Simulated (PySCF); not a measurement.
## P⁺ (phosphorus, charge +1): PBEsol calculation

Configuration: [Ne] 3s2 3p1 3d1, one real determinant (an excited configuration). Computed with PySCF 2.14 in dyall-av2z, with no relativity, point nucleus.

- Total energy: -339.7153 hartree
- One-electron energy: -463.4953 hartree
- Hartree (Coulomb) energy: 145.7453 hartree
- Exchange-correlation energy: -21.9653 hartree
- Kinetic energy: 339.23190 hartree
- ⟨S²⟩: 2.0010
- ⟨L²⟩: 8.004
- Sum of ⟨r⟩: 12.96 bohr
- Sum of ⟨r²⟩: 26.08 bohr²
- Traceless quadrupole moment −½Σ⟨3z² − r²⟩ along its main axis: 1.32 e·bohr²
- Density at the nucleus (Gaussians lack the cusp): 2130 bohr⁻³
- Spin density at the nucleus: -0.241 bohr⁻³
- Langevin diamagnetic susceptibility: -20.7 ×10⁻⁶ cm³/mol

```csv
shell,electrons,mean orbital energy (hartree),spread (hartree),"rms radius, mean of both spins (bohr)"
1s α,1,-76.78713,0,0.121
1s β,1,-76.78225,0,0.121
2s α,1,-6.88507,0,0.569
2s β,1,-6.87987,0,0.569
2p α,3,-5.11421,0.00902,0.543
2p β,3,-5.10712,0.01937,0.543
3s α,1,-0.95419,0,1.92
3s β,1,-0.89534,0,1.92
3p α,1,-0.61873,0,2.23
3d α,1,-0.19562,0,3.37
```

⟨L²⟩ = 8.00 against 12 for a pure F term, so this real determinant mixes terms. The outer electron is Rydberg-like, and this basis confines it to a smaller radius and binds it less than a complete one would.
